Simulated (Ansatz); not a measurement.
`F[SiH](F)[SiH2]`• → `F[SiH][SiH2]F`•  (isomerisation)

Computed with Ansatz on PBE0-D4/def2-TZVP structures; ΔE is electronic, products minus reactants. CCSD(T)/CBS adds triple-zeta CCSD(T) − MP2 to the extrapolated MP2 energy (def2 sets, frozen cores). DFT in def2-TZVPP. HSE06 is defined as in plane-wave codes. No spin–orbit coupling; open shells (•) take unrestricted orbitals. Each species was taken in one conformer, which may not be the lowest.

```json
{"level": "PBE", "ΔE (kcal/mol)": "8.6"}
{"level": "HSE06", "ΔE (kcal/mol)": "9.4"}
{"level": "LC-ωPBE", "ΔE (kcal/mol)": "9.5"}
{"level": "HF/CBS(def2)", "ΔE (kcal/mol)": "9.0"}
```

Task: What does CCSD(T)/CBS give? (Best estimate.)

Result: The calculation gave: +10.1 kcal/mol. The listed levels differ from it by -1.5, -0.7, -0.6, -1.1 kcal/mol.

Largest T1 diagnostic among the species: 0.015.

From PBE to PBE0 (25 % exact exchange), in def2-TZVPP and without D4, ΔE moves by +0.7 kcal/mol. At CCSD(T), def2-SVP lies +1.1 kcal/mol from the extrapolated value and def2-TZVPP +0.5 kcal/mol. Leaving LDA and LC-ωPBE aside and taking each functional with its dispersion term where it has one, the values, not all of them listed here, spread over 2.3 kcal/mol, from BLYP-D4 to r2SCAN0-D4. LDA lies +1.0 kcal/mol from PBE without D4.
